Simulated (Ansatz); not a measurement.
Geometry optimisation, RKS PBE0-D4/def2-SVP (Ansatz).

The input (input.yaml):

```yaml
crystal:
  periodic: [false, false, false]
  atoms:
    - { symbol: Zn, position_ang: [0.692599, 0.163597, -0.583792] }
    - { symbol: O, position_ang: [-0.464417, 0.337248, 2.150484] }
    - { symbol: H, position_ang: [-0.452919, -0.518482, 2.597307] }
    - { symbol: Cl, position_ang: [-0.672036, 0.080759, -2.171233] }
    - { symbol: O, position_ang: [2.015233, 0.314827, 0.6079] }
    - { symbol: Si, position_ang: [3.112185, -0.618728, 1.399281] }
    - { symbol: H, position_ang: [3.111571, -2.034615, 0.901793] }
    - { symbol: H, position_ang: [4.49387, -0.070481, 1.258427] }
    - { symbol: H, position_ang: [2.768343, -0.658664, 2.860698] }
    - { symbol: H, position_ang: [0.480271, 0.615738, 2.168236] }
basis:
  gaussian: { orbitals: def2-SVP }
hamiltonian:
  xc: pbe0
  dispersion: d4
relax:
  f_tol: 0.03
  max_steps: 50
```

Run as:

```bash
$ ansatz run input.yaml --threads 4 --pin off --max-ram 5120MiB --backend cpu --events-out ev --progress --plain --runs-dir out
```

Q: Where does it end, and by what steps?

A: The run converged. After 17 steps the energy has fallen by 0.521 eV; H3 moved furthest, 1.41 Å. Joined: Zn1–O2 (2.97 → 2.11 Å).

```
step  energy less start (eV)  largest force component (eV/Å)  accepted
   0                  0.0000                           0.916       yes
   1                 -0.1177                           0.973       yes
   2                 -0.2988                           0.982       yes
   3                 -0.3502                           1.451       yes
   4                 -0.4031                           0.417       yes
   5                 -0.4116                           0.606       yes
   6                 -0.4266                           0.457       yes
   7                 -0.4613                           0.281       yes
   8                 -0.4717                           0.349       yes
   9                 -0.4838                           0.282       yes
  10                 -0.4945                           0.166       yes
  11                 -0.5120                           0.087       yes
  12                 -0.5103                           0.296        no
  13                 -0.5151                           0.137       yes
  14                 -0.5198                           0.050       yes
  15                 -0.5201                           0.108       yes
  16                 -0.5189                           0.307        no
  17                 -0.5212                           0.025       yes
```

```xyz
10
Properties=species:S:1:pos:R:3
Zn 0.508 -0.028 0.019
O -0.548 0.746 1.668
H -1.368 0.395 2.035
Cl -0.408 -0.147 -1.886
O 1.767 -0.311 1.315
Si 3.344 -0.763 1.415
H 3.642 -1.964 0.564
H 4.276 0.331 0.981
H 3.681 -1.113 2.832
H 0.191 0.465 2.246
```

Whether the end is a true minimum wasn't checked by a vibrational analysis.

Run time: 48 s on 4 threads of Arm Neoverse V1 (shared host), peak memory 0.31 GiB.
